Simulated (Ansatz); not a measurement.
The cluster BeF2⁻. Charge -1, multiplicity 2. Geometry PBE-D4/def2-TZVPD; atoms count from 1.

```
atom   x (Å)   y (Å)   z (Å)
 Be1  -0.335   0.220  -0.103
  F2  -0.602  -1.019   0.610
  F3   0.937   0.799  -0.507
```

The highest occupied level of the charge -1 doublet lies above zero (up to 1.13 eV). By energy differences its removal costs 0.75 eV (vertical, to the charge 0 singlet, at PBE0-D4/def2-TZVPD); a positive level beside a positive removal energy at the same level points to self-interaction error. The structure comes from a short search, and lower isomers may exist.

Question: Estimate the Mulliken populations from the PBE0/def2-TZVPD orbitals of Ansatz.

Answer: 
| atom | charge (e) | spin (α − β) |
| --- | --- | --- |
| Be1 | -0.63 | 1.20 |
| F2 | -0.18 | -0.10 |
| F3 | -0.18 | -0.10 |
Mulliken values and Mayer orders depend strongly on the basis. With diffuse functions, as here, like atoms can get unlike values, and bond orders can come out too low or too high.

Question: Where does the spin sit?

Answer: Summed by element: Be 1.20, F -0.20, of 1 unpaired in all. Largest on single atoms: Be1 1.20, F2 -0.10, F3 -0.10.

Question: And the Mayer bond orders between bonded heavy atoms (over 0.3)?

Answer: Be1–F2 0.78 (1.45 Å); Be1–F3 0.78 (1.45 Å).
